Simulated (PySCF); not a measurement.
Correlation energy of I²⁺ (iodine, charge +2)

[Kr] 4d10 5s1 5p4, high-spin 4P determinant (an excited configuration). Computed with PySCF 2.14 in aug-cc-pwCVTZ-DK3 (10s9p7d4f1g, 109 functions), with the spin-free X2C one-electron Hamiltonian (Gaussian nucleus). Frozen: [Kr] 4d10; 5 electrons correlated.

```tsv
level	correlation energy (mhartree)
CCSD	-98.55
(T)	-6.08
CCSD(T)	-104.63
```

Diagnostics: T1 = 0.014, D1 = 0.0293, largest double amplitude 0.203.

A double-excitation amplitude exceeds 0.15, a sign of near-degeneracy.

Cost of the coupled-cluster step: about 30 core-seconds, for 5 correlated electrons.

Iterations:

```
CC2 = 0
CCSD nocc = (np.int64(4), np.int64(1)), nmo = (86, 86)
frozen orbitals [[0, 1, 2, 3, 4, 5, 6, 7, 8, 9, 10, 11, 12, 13, 14, 15, 16, 17, 18, 19, 20, 21, 22], [0, 1, 2, 3, 4, 5, 6, 7, 8, 9, 10, 11, 12, 13, 14, 15, 16, 17, 18, 19, 20, 21, 22]]
max_cycle = 100
direct = 0
conv_tol = 1e-08
conv_tol_normt = 1e-06
diis_space = 8
diis_start_cycle = 0
Init t2, MP2 energy = -0.0703300519373828
Init E_corr(UCCSD) = -0.0703300519389997
cycle = 1  E_corr(UCCSD) = -0.0845259518583683  dE = -0.0141958999  norm(t1,t2) = 0.0773078
cycle = 2  E_corr(UCCSD) = -0.0899286571837058  dE = -0.00540270533  norm(t1,t2) = 0.0487579
cycle = 3  E_corr(UCCSD) = -0.0986193452457957  dE = -0.00869068806  norm(t1,t2) = 0.0336897
cycle = 4  E_corr(UCCSD) = -0.0982078292536464  dE = 0.000411515992  norm(t1,t2) = 0.00564288
cycle = 5  E_corr(UCCSD) = -0.0987648123262919  dE = -0.000556983073  norm(t1,t2) = 0.00201957
cycle = 6  E_corr(UCCSD) = -0.0985180525081156  dE = 0.000246759818  norm(t1,t2) = 0.00107562
cycle = 7  E_corr(UCCSD) = -0.0985294287239138  dE = -1.13762158e-05  norm(t1,t2) = 0.000484027
cycle = 8  E_corr(UCCSD) = -0.0985669019920449  dE = -3.74732681e-05  norm(t1,t2) = 0.000191027
cycle = 9  E_corr(UCCSD) = -0.0985607276799747  dE = 6.17431207e-06  norm(t1,t2) = 9.98346e-05
cycle = 10  E_corr(UCCSD) = -0.0985542615826146  dE = 6.46609736e-06  norm(t1,t2) = 0.000113543
cycle = 11  E_corr(UCCSD) = -0.0985540801605558  dE = 1.81422059e-07  norm(t1,t2) = 2.67746e-05
cycle = 12  E_corr(UCCSD) = -0.0985542296774954  dE = -1.4951694e-07  norm(t1,t2) = 9.84938e-06
cycle = 13  E_corr(UCCSD) = -0.0985541098057272  dE = 1.19871768e-07  norm(t1,t2) = 2.39702e-06
cycle = 14  E_corr(UCCSD) = -0.0985541301054588  dE = -2.02997316e-08  norm(t1,t2) = 5.43179e-07
cycle = 15  E_corr(UCCSD) = -0.0985541386243762  dE = -8.51891747e-09  norm(t1,t2) = 1.79797e-07
UCCSD converged
E(UCCSD) = -7111.108137165881  E_corr = -0.09855413862437624
UCCSD(T) correction = -0.00607891784929716
```
